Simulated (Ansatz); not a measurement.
A made-up structure of Al2H3SO (charge -1), singlet:

O1  (-1.726, 1.072, -0.081)
Al2  (-0.028, 0.641, -0.138)
Al3  (0.857, -1.528, 0.768)
S4  (0.534, -1.155, -1.411)
H5  (-1.873, 2.014, -0.003)
H6  (0.707, -1.680, 2.273)
H7  (1.374, -3.032, 1.127)
(Å)

It is relaxed with PBE-D4/def2-SVPD and then PBE0-D4/def2-TZVPD (Ansatz 0.2.0). Atoms count as bonded within 1.22 times the sum of their covalent radii (H–H: 0.88 Å). The end point is not checked to be a true minimum.

Problem. Does its bonding change? (A judgement: the text doesn't fix the answer.)

Solution. Computed: Yes. Formed: none; broken: Al2–Al3.

Where it ends: The first stage lowers the energy by 1.42 eV in 19 steps. It ends as Al₂H₃SO ([OH][Al][S][AlH2]), total charge -1:
```
7
angstrom
O -1.5493 1.5698 -0.8177
Al -0.7937 0.8070 0.5927
Al 1.0832 -2.1331 0.9229
S 0.1207 -1.0628 -0.6414
H -2.0032 2.3788 -0.5730
H 1.1338 -1.7241 2.4665
H 1.8542 -3.5032 0.5853
```

Labels in which every atom is bracketed show which atoms are joined, not bond orders.

For scale, one of the runs: PBE0-D4/def2-TZVPD relaxation, 199 basis functions, launched by `ansatz run in.yaml --threads 2 --pin off --events-out ev --progress --plain --max-ram 4352MiB`. Hardware: 2 CPU threads of an Intel Xeon 6975P-C, shared host. Wall time about 40 s.
